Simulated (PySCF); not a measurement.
Radial density of S²⁺ (sulfur, charge +2)

B3LYP, [Ne] 3s2 3p2, high-spin 3P determinant. All numbers are calculated (PySCF 2.14, the non-relativistic Hamiltonian (point nucleus), in def2-TZVP (5s5p2d1f, 37 functions)).

```csv
r (bohr),4πr²ρ (e/bohr),4πr²(ρα − ρβ)
0.00184,0.1068,0.0000
0.00309,0.2916,0.0000
0.00520,0.7686,0.0001
0.00875,1.944,0.0002
0.0147,4.543,0.0005
0.0248,9.351,0.0016
0.0416,15.51,0.0068
0.0700,18.28,0.0301
0.118,14.04,0.1133
0.198,12.73,0.2707
0.333,17.66,0.2608
0.561,10.40,-0.0077
0.943,2.883,0.6088
1.59,2.759,1.3134
2.67,0.6155,0.3798
4.49,0.01288,0.0090
7.55,1.526e-05,0.0000
```

Problem. Where is the radial spin density 4πr²(ρα − ρβ) most negative, and why is it negative at all?

Solution. Around r = 0.561 bohr, down to -0.0077 e/bohr: exchange with the open shell polarises the paired shells in an unrestricted calculation.
